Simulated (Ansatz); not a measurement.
The cluster Rb₄I₃ (the lowest doublet isomer of a short search), 7 atoms. Hardware: 4 threads of Arm Neoverse V2 on a shared host.

In the def2 sets I, Rb take a core potential; there is no spin–orbit coupling. Correlated methods freeze 12 core orbitals; core or outer-core shells of Rb, I are correlated, in sets that lack core-valence functions.

Task: How many basis functions does each of these Ansatz runs have, and roughly what does it cost? PBE-D4/def2-TZVP, charge 0 doublet, energy and forces, from earlier orbitals; LC-ωPBE/def2-TZVP, charge 0 doublet, energy, from earlier orbitals; PBE-D4/def2-SVP, charge 0 doublet, energy with a search over starts; PBE0-D4/def2-SVP, charge 0 doublet, energy, from earlier orbitals; MP2/def2-TZVP, charge 0 doublet, energy, from earlier orbitals; PBE-D4/def2-SVP, charge 0 doublet, energy, from earlier orbitals; RPA@PBE/def2-TZVP, charge 0 doublet, energy, from earlier orbitals; PBE0-D4/def2-TZVP, charge 0 doublet, energy, from earlier orbitals; BLYP-D4/def2-TZVP, charge 0 doublet, energy, from earlier orbitals; PBE0-D4/def2-SVP, charge 0 doublet, relaxation, 5 steps; r2SCAN-D4/def2-TZVP, charge 0 doublet, energy, from earlier orbitals.

Result: Other jobs shared the machine, so times can vary by a factor of up to 3. A dash marks memory too small to be measured apart from the calling script's.

```tsv
run	functions	fitting or Cholesky vectors	wall time	peak host memory (GiB)
PBE-D4/def2-SVP, charge 0 doublet, energy, from earlier orbitals	174	2028	8 s	–
PBE0-D4/def2-SVP, charge 0 doublet, energy, from earlier orbitals	174	1918	15 s	0.98
PBE-D4/def2-SVP, charge 0 doublet, energy with a search over starts	174	2028	17 s	–
PBE-D4/def2-TZVP, charge 0 doublet, energy and forces, from earlier orbitals	282	2397	19 s	0.8
BLYP-D4/def2-TZVP, charge 0 doublet, energy, from earlier orbitals	282	2397	19 s	0.8
LC-ωPBE/def2-TZVP, charge 0 doublet, energy, from earlier orbitals	282	2397	22 s	1.6
PBE0-D4/def2-TZVP, charge 0 doublet, energy, from earlier orbitals	282	2808	25 s	1.9
MP2/def2-TZVP, charge 0 doublet, energy, from earlier orbitals	282	2808	26 s	1.6
r2SCAN-D4/def2-TZVP, charge 0 doublet, energy, from earlier orbitals	282	2397	41 s	1
RPA@PBE/def2-TZVP, charge 0 doublet, energy, from earlier orbitals	282	2808	48 s	1.9
PBE0-D4/def2-SVP, charge 0 doublet, relaxation, 5 steps	174	2128	50 s	0.88
```
